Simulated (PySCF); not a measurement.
[Hf(CH3)2]2+ at several levels of theory

Computed with PySCF 2.14.0 (density fitting, no spin-orbit coupling) at the geometry relaxed with PBE0:

```xyz
9
[Hf(CH3)2]2+ (singlet)
Hf    0.0000    0.0000   -0.1972
C     1.5600    0.0149    1.1581
H     2.5005   -0.1992    0.5966
H     1.6673    1.0133    1.6449
H     1.4508   -0.7269    1.9799
C    -1.5600   -0.0149    1.1581
H    -2.5005    0.1992    0.5966
H    -1.6673   -1.0133    1.6449
H    -1.4508    0.7269    1.9799
```

```
level                                              basis    state  HOMO (eV)  gap (eV)  charge on Hf1 (e)  dipole about the centre of mass (D)  largest force component (eV/Å)
 PBE0     Hf def2-SVP with ECP60, C def2-SVP, H def2-SVP  singlet     -19.47      4.80               1.61                                 0.04                            0.01
 PBE0  Hf def2-TZVP with ECP60, C def2-TZVP, H def2-TZVP  singlet     -19.40      4.81               1.61                                 0.11                            0.24
```

Charges are Mulliken's, which hang on the basis. The relaxation used the grid (50, 194), these runs (75, 302) or, all-electron (x2c bases, spin-free X2C Hamiltonian), (99, 590).

Q: A further run in the first row's basis gives HOMO (eV) -19.26, gap (eV) 4.12, charge on Hf1 (e) 1.58, dipole about the centre of mass (D) 0.12, largest force component (eV/Å) 0.41. Which level was it?
A. revPBE
B. B3LYP

A: B. The others give HOMO -18.19 eV (revPBE).

In the first row's basis the gap widens with exact exchange: 2.7 eV for revPBE (none); 4.1 to 4.8 eV for B3LYP, PBE0 (a fixed share).
